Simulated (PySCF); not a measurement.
C5H9F3N (doublet state).
Structure used (GFN2-xTB), in Å, numbered top down from 1:
```xyz
18
C5H9F3N angstrom
C      1.8926    0.9343    0.4773
N      0.6952    0.2875    0.7667
C     -0.1972   -0.1659   -0.2771
C      0.5341   -1.0180   -1.3153
C     -1.3325   -0.9600    0.3761
C     -0.8293    1.0485   -1.0073
F      0.0656    1.7917   -1.6672
F     -1.4492    1.8734   -0.1447
F     -1.7547    0.6788   -1.9092
H      2.4827    0.5642   -0.3347
H      2.3770    1.4130    1.3035
H      0.1982    0.7140    1.5386
H      1.2314   -0.4173   -1.8920
H     -0.1847   -1.4622   -1.9988
H      1.0803   -1.8065   -0.8063
H     -1.8821   -0.3370    1.0792
H     -2.0250   -1.3262   -0.3770
H     -0.9113   -1.8060    0.9118
```

The hyperfine couplings belong to this conformer and change with its torsions.

Identity: `[CH2]NC(C)(C)C(F)(F)F` [radical].

Computed, not measured: UKS B3LYP, pcH-1 on C F H N, non-relativistic, mean-field spin-orbit, GIAO (PySCF 2.14.0). Geometry: GFN2-xTB, one conformer, isolated molecule. Couplings are sensitive to structure, and on GFN2-xTB geometries they can be far from those on DFT ones. The SCF solution wasn't tested for stability.

Question: The isotropic 13C couplings, averaged over equivalent nuclei, are +114.3, +28.1, +10.5, +3.1 MHz. Assign them to C1; C3; C4/C5; C6.

Answer: 
| site | a_iso (MHz) | ρ(0) (bohr⁻³) | position | distance from C1 (Å) | spin population | largest \|T\| (MHz) |
| --- | --- | --- | --- | --- | --- | --- |
| C1 | +114.3 | +0.1016 | largest spin population | 0.00 | +0.89 | 141.2 |
| C3 | +10.5 | +0.0093 | 2 bonds from C1 | 2.48 | 0.00 | 3.9 |
| C4/C5 | +3.1 | +0.0028 | 3 bonds from C1 | 3.36 | 0.00 | 1.3 |
| C6 | +28.1 | +0.0250 | 3 bonds from C1 | 3.10 | +0.02 | 2.6 |

Question: The isotropic 1H couplings, averaged over equivalent nuclei, are -44.0, -37.0, -3.1, -0.4 MHz. Assign them to H10; H11; H12; H13 (×6).

Answer: 
```tsv
site	a_iso (MHz)	ρ(0) (bohr⁻³)	position	distance from C1 (Å)	bound to	spin population there	largest |T| (MHz)
H10	-37.0	-0.0083	α, 1 bond from C1	1.07	C1	+0.89	34.2
H11	-44.0	-0.0098	α, 1 bond from C1	1.07	C1	+0.89	34.5
H12	-3.1	-0.0007	β, 2 bonds from C1, on N2 of spin population +0.16	2.01	N2	+0.16	19.3
H13 (×6)	-0.4	-0.0001	4 bonds from C1	3.76	C4/C5	0.00	3.6
```

ρ(0) is the spin density at the nucleus and T the dipolar tensor; entries for several nuclei are means. The Mulliken spin populations are largest on C1 (+0.89) and N2 (+0.16). The angles at C1 add up to 353.4°, so it is slightly pyramidal.

Means are taken over nuclei equivalent by connectivity, which assumes that they swap fast. H10 and H11 aren't averaged: C1 is flat or nearly so (angle sum 353°), and its turn about the short C1–N2 bond (1.39 Å) is taken as slow. The three 19F nuclei of mean +32.0 MHz run from -1.5 to 62.1 MHz in the frozen geometry.
